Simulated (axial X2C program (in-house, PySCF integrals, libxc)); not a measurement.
Testing model relations on CoF⁺

A bond curve at the CCSD(T) level, two-component, was computed with an axial X2C code built on PySCF integrals (basis Co dyall-cv3z [9s10p6d3f2g], F dyall-av3z [7s6p3d2f] (cores contracted in-house)) for the state Ω = 9/2 (⟨Sz⟩ = 1.50, ⟨Lz⟩ = 3.00 at HF). Its fit gives Re = 1.7002 Å, ωe = 780.5 cm⁻¹, ωexe = 3.38 cm⁻¹ and αe = 2.608e-03 cm⁻¹; the masses are 58.9332 and 18.9984 u. Two-component means X2C with spin–orbit coupling and atomic mean-field Coulomb and Gaunt terms.

Correlated methods: 15 electrons correlated (number of frozen shells: Co 3 s, 2 p; F 1 s), 249 virtual spin orbitals or spinors in MP2, 90 natural virtuals in coupled cluster.

Question: Find the reduced mass, Be and the force constant.

Answer: From the CCSD(T) values: μ = 14.3669 u. Be = 16.8576/(μ Re²) = 0.4059 cm⁻¹. k = 5.8918×10⁻⁷ μ ωe² = 5.16 mdyn/Å.

Question: Estimate the centrifugal constant by the Kratzer relation.

Answer: D = 4Be³/ωe² = 4.39e-07 cm⁻¹.

Question: Where do the fundamental and the first overtone lie?

Answer: ν(1←0) = ωe − 2ωexe = 773.7 cm⁻¹; ν(2←0) = 2ωe − 6ωexe = 1540.7 cm⁻¹.

Question: A Morse curve ties αe to the other constants (Pekeris). How well does that hold?

Answer: αe(Morse) = 6Be²/ωe × (√(ωexe/Be) − 1) = 2.388e-03 cm⁻¹; the CCSD(T) curve gives 2.608e-03 cm⁻¹, a ratio of 0.92.

One determinant describes the state; a PBE0 search over occupations chose it and may have missed a lower one. CCSD and (T) use frozen natural virtuals with an MP2 correction for the truncation; (T) itself is uncorrected, so its De runs slightly low. Other states lie close and PBE0, whose exact exchange favours high spin, may order them wrongly; the determinant shown need not be the ground state. The nearest other 2c determinant of the search, Ω = 7/2, lies 0.18 eV up at the distance of the search. With several unpaired electrons one determinant need not be a pure state.
